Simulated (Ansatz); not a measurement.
All numbers were calculated with Ansatz.

Basis-set series for C₂H₆FNSi (`C=C(F)N[SiH3]`). Charge 0, multiplicity 1. Geometry: relaxed with PBE0-D4/def2-TZVP. It is one conformer, not always the lowest.

```tsv
functional	basis	functions	energy (Eh)	HOMO (eV)	LUMO (eV)
PBE0-D4	def2-SVP	104	-523.26357	-6.24	0.82
PBE0-D4	def2-QZVPP	478	-523.66152	-6.37	0.00
ωB97M-V	def2-SVP	104	-523.51926	-8.43	2.68
ωB97M-V	def2-QZVPP	478	-523.92558	-8.58	1.25
```

Q: Give the rows for def2-TZVPP. (Best estimate.)

A: The calculation gave: 
| functional | basis | functions | energy (Eh) | HOMO (eV) | LUMO (eV) |
| --- | --- | --- | --- | --- | --- |
| PBE0-D4 | def2-TZVPP | 250 | -523.63888 | -6.35 | 0.26 |
| ωB97M-V | def2-TZVPP | 250 | -523.90455 | -8.55 | 1.83 |

Positive LUMOs are unbound and depend on the basis.
